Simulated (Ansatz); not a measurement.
Input file for Ansatz (a first-principles code): R-CCSD(T)/def2-SVPD on H2O (SMILES O).

Ansatz 0.2 input:
```yaml
crystal:
  periodic: [false, false, false]
  atoms:
    - {symbol: O, position_ang: [-0.00000000, 0.00000000, 0.38961139]}
    - {symbol: H, position_ang: [0.00000000, 0.76498632, -0.19485569]}
    - {symbol: H, position_ang: [0.00000000, -0.76498632, -0.19485569]}
basis:
  gaussian:
    orbitals: def2-SVPD
magnetization: {spin_polarized: false}
correlation: {method: ccsd_t, electrons: outside_noble_gas}
scf: {lower_state_search: off}
```

The log:

```
WARN ansatz: RAYON_NUM_THREADS=4 ignored (pool sized by the plan → 4); use --threads N
Functional definition: HF
these checks for a lower state are left out or cut short: stability, starts, cluster_reference, orbital_swaps, neighbouring_geometries, increment
integrals: 0.01 GiB planned
379 factors; integrals over basis functions are off by at most 1.0e-3 eV
mean field: 0.05 GiB planned
mean field evaluation 1: about -2065.6391 eV, gradient 3.1e1 eV
mean field evaluation 2: about -2065.6401 eV, gradient 3.1e1 eV
mean field evaluation 4: about -2067.3482 eV, gradient 1.5e0 eV
mean field evaluation 8: about -2067.3558 eV, gradient 5.0e-4 eV
mean field -2067.35580353 eV, -75.9739244755 hartree, gradient 2.2e-6 eV, S^2 0.000000; 0 other end points of the search recorded, 0 dependent functions left out
1 core orbitals not correlated
reference -2067.35580353 eV, -75.9739244755 hartree; 4, 4 occupied and 34, 34 virtual orbitals, 379 factors
second order -5.86677841 eV of doubles, -0.00000000 eV of singles
coupled cluster: 0.07 GiB planned
cycle   1  -5.92455069 eV  change   -5.8e-2 eV  update   5.2e-2
cycle   2  -6.04490419 eV  change   -1.2e-1 eV  update   1.4e-2
cycle   3  -6.08143659 eV  change   -3.7e-2 eV  update   7.2e-3
cycle   4  -6.07894635 eV  change    2.5e-3 eV  update   1.2e-3
cycle   5  -6.07857341 eV  change    3.7e-4 eV  update   4.0e-4
cycle   6  -6.07868640 eV  change   -1.1e-4 eV  update   1.1e-4
cycle   7  -6.07863974 eV  change    4.7e-5 eV  update   3.2e-5
cycle   8  -6.07863296 eV  change    6.8e-6 eV  update   8.1e-6
perturbative correction -0.13126068 eV, -0.0048237411 hartree
Total energy: -2073.56569717 eV, -76.2021338577 hartree
Checks for a lower state left out: stability, starts, cluster_reference, orbital_swaps, neighbouring_geometries, increment
```

Self-consistency was reached.

Cost: around 0.28 core-seconds (rough).
